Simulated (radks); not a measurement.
Values are calculated unless marked as measured or tabulated.
Numerical settings for the zinc ion Zn11+, [Ar] 3d1. Code: a radial shooting solver on a logarithmic mesh with Libxc functionals. Model: Dirac Kohn-Sham, PBEsol, spin-unpolarised, spherical densities, finite nucleus; open shells are shared between the two j in proportion to 2j + 1; Fermi nuclear charge, rms radius 3.9283 fm. The defaults (mesh step 0.008 in ln r, mesh end at 40 bohr or more with all orbitals vanishing there, Anderson mixing 0.5 over 9 steps, residual threshold near 1e-9 with the energy settled to 1e-9 hartree or 1e-11 of itself, here a cap of 77 iterations) give E = -1745.0970 hartree and 3d5/2 at -289.84 eV in 13 iterations. Run on one thread of a shared host, so times are rough (Arm Neoverse V1): 0.08 s of CPU time, 0.08 s wall, 13 iterations on 2189 mesh points. Changes against that run (0 stands for a change within the tolerance of the run):

setting                     iterations  converged  E (mhartree)  e(3d5/2) (meV)  CPU (s)
mesh step in ln r 0.12               2         no      diverged               -     0.01
mesh step in ln r 0.08               2         no      diverged               -     0.01
mesh step in ln r 0.05              13        yes       +0.0137        -0.00273     0.02
mesh end (bohr) 20                  13        yes             0               0     0.08
mesh end (bohr) 400                 13        yes             0               0     0.08
residual threshold 0.01              8        yes             0           +1.13     0.06
residual threshold 0.1               8        yes             0           +1.13     0.06
mixing 1.5                          13        yes             0               0     0.08
linear mixing, mixing 1             20        yes             0               0      0.1
linear mixing, mixing 0.05          77         no        +0.476       -1.68e+03      0.4
mixing history 2                    17        yes             0               0     0.09
iteration cap 8                      8         no             0          +0.567     0.05

No run marked as converged misses the energy by more than 1 mhartree. A mesh that ends early acts as a hard wall.
